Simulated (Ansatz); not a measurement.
`[CH3][GaH]/[N]=C\[SiH3]` + `C=O` → `[CH3][GaH2]` + `O=C/N=C\[SiH3]`  (formal exchange of groups at a Ga–N bond)

Calculated with Ansatz (gas phase, PBE0-D4/def2-TZVP geometries, no zero-point term in ΔE). CBS: MP2 limit from def2 TZ/QZ plus the TZ coupled-cluster correction, frozen cores. This one scheme is used for every species. Double bonds are as drawn, so ΔE can hold a change between cis and trans. Functionals use def2-TZVPP. B3LYP here is the variant with VWN-RPA as its local correlation; programs differ in this. For Ga outer-core shells are correlated without core-valence functions, which leaves a few kJ/mol of doubt a bond. Scalar relativity is left out up to krypton. One conformer a species, not always the lowest.

`[CH3][GaH]/[N]=C\[SiH3]`:

Cartesian coordinates in Å:
```
C 1.423 1.352 1.795
Ga 1.403 0.804 -0.085
N -0.234 0.716 -0.891
C -1.255 0.076 -1.231
Si -1.503 -1.775 -0.885
H 1.902 0.582 2.405
H 1.996 2.273 1.923
H 0.410 1.512 2.166
H 2.613 0.632 -1.057
H -2.065 0.609 -1.766
H -2.724 -1.997 -0.062
H -1.668 -2.532 -2.156
H -0.299 -2.253 -0.155
```

`C=O`:

```xyz
4

C    -0.004    0.003   -0.001
O     0.961   -0.665    0.230
H    -0.535   -0.048   -0.973
H    -0.422    0.710    0.744
```

`[CH3][GaH2]`:

Cartesian coordinates in Å:
```
C -0.710 0.362 0.429
Ga 0.831 -0.401 -0.525
H -0.718 -0.025 1.454
H -0.669 1.450 0.483
H -1.652 0.059 -0.033
H 0.763 -1.871 -1.087
H 2.155 0.426 -0.721
```

`O=C/N=C\[SiH3]`:

Cartesian coordinates in Å:
```
O 0.547 0.130 -2.036
C 0.942 -0.768 -1.340
N 0.153 -1.452 -0.423
C -0.502 -0.829 0.467
Si -0.474 1.044 0.828
H 1.960 -1.187 -1.422
H -1.164 -1.449 1.081
H -0.723 1.187 2.286
H -1.579 1.694 0.084
H 0.840 1.630 0.476
```

(1) Is it downhill or uphill in electronic energy at CCSD(T)/CBS, and by how much? (Best estimate.)

(2) What do these levels give: B3LYP-D4, PBE, r2SCAN, CCSD(T)/def2-TZVPP, HF/def2-QZVPP, MP2/def2-QZVPP? (An estimate is asked.)

Largest T1 diagnostic among the species: 0.017.

Answers

(1) Computed: Uphill: ΔE = +7.4 kcal/mol.

(2) Ansatz gave: B3LYP-D4 6.0, PBE 3.9, r2SCAN 3.9, CCSD(T)/def2-TZVPP 7.0, HF/def2-QZVPP 4.8, MP2/def2-QZVPP 7.6 kcal/mol.

In def2-TZVPP, CCSD(T) changes the Hartree–Fock value by +2.3 kcal/mol (the triples alone add −0.0 kcal/mol) and MP2 by +2.7 kcal/mol.
